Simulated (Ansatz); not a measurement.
A calculation with Ansatz (development build ahead of 0.2.0).

```yaml
crystal:
  periodic: [false, false, false]
  atoms:
    - { symbol: Cr, position_ang: [0.0, 0.0, 0.0] }
basis:
  gaussian: { orbitals: def2-SVP }
magnetization:
  initial_magnetization: 4
hamiltonian:
  xc: pbe0
scf:
  omitted_lower_state_checks: [starts, atomic_configurations, cluster_reference, orbital_swaps, given_window_search, neighbouring_geometries, increment]
output:
  forces: true
```

The input is written out in the form of the current development build from the run's settings.

Results

| Item | Value |
| --- | --- |
| Converged | yes |
| Total energy | -1044.01214 hartree |
| Spin squared of the determinant | 6.000 |
| Stability test | minimum among restricted orbitals |

Forces (eV/Å):
| atom | Fx | Fy | Fz |
| --- | --- | --- | --- |
| Cr1 | 0.000 | 0.000 | 0.000 |

Caution: no unrestricted run beside it, a lower state can exist; another spin multiplicity may lie lower.
